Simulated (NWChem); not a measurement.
System: SiH3O cation; SMILES [OH+]=[SiH2]

```xyz
5

O     -0.1516    -1.0894     0.0000
Si    -0.0505     0.4951     0.0000
H      0.5695    -1.7460     0.0000
H      1.2551     1.1754     0.0000
H     -1.3552     1.1623     0.0000
```
Atoms are numbered in this order, from 1.

The geometry was optimised at B3LYP/6-31G* (spherical d).

Task: Give the principal values of the shielding tensors (ppm) of O1, Si2 from B3LYP/6-311G** (spherical d), GIAO (NWChem), with their diamagnetic and paramagnetic parts as GIAO splits them.

Result: 
```json
[
 {"atom": "O1", "σ11": "-73.3", "σ22": "164.9", "σ33": "317.3", "isotropic": "136.3", "diamagnetic": "389.8", "paramagnetic": "-253.5"},
 {"atom": "Si2", "σ11": "78.2", "σ22": "233.8", "σ33": "285.4", "isotropic": "199.1", "diamagnetic": "877.5", "paramagnetic": "-678.4"}
]
```
